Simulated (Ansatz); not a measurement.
Two isomers of C2H7NSi: A = `CC(=N)[SiH3]`, B = `CN(C)[SiH]`.

Program: Ansatz. Geometries: PBE0-D4/def2-TZVP. ΔE: electronic, gas phase. CCSD(T)/CBS is the MP2 limit (def2-TZVPP, def2-QZVPP) plus CCSD(T) − MP2 in def2-TZVPP, frozen cores. Functionals use def2-TZVPP. B3LYP here is the variant with VWN-RPA as its local correlation; programs differ in this. Each species was taken in one conformer, which may not be the lowest.

Problem. Which is lower in electronic energy at CCSD(T)/CBS, and by how much? (Estimate.)

Solution. Computed: A, by 13.0 kJ/mol.

Problem. Give E(B) − E(A) in kJ/mol with CCSD(T)/def2-SVP, LDA (SPW92), B3LYP-D4, r2SCAN-D4, PBE-D4, CCSD/def2-TZVPP, PBE0-D4. (Estimate.)

Solution. Computed: CCSD(T)/def2-SVP 5.1, LDA (SPW92) -8.3, B3LYP-D4 11.6, r2SCAN-D4 21.5, PBE-D4 10.1, CCSD/def2-TZVPP 10.3, PBE0-D4 9.8. The order is the other way round with LDA (SPW92).

Problem. Does the order hold for the free energy at 298.15 K (harmonic terms from PBE0-D4)? (Estimate.)

Solution. The calculation gave: Yes: G(B) − G(A) = +33.4 kJ/mol, for one conformer each.

Largest T1 diagnostic: 0.015.

In def2-TZVPP, CCSD(T) changes the Hartree–Fock value by −18.8 kJ/mol (the triples alone add +0.8 kJ/mol) and MP2 by −17.8 kJ/mol. Leaving LDA and LC-ωPBE aside and taking each functional with its dispersion term where it has one, the values, not all of them listed here, spread over 14.3 kJ/mol, from ωB97M-V to r2SCAN-D4. LDA lies −20.4 kJ/mol from PBE without D4.
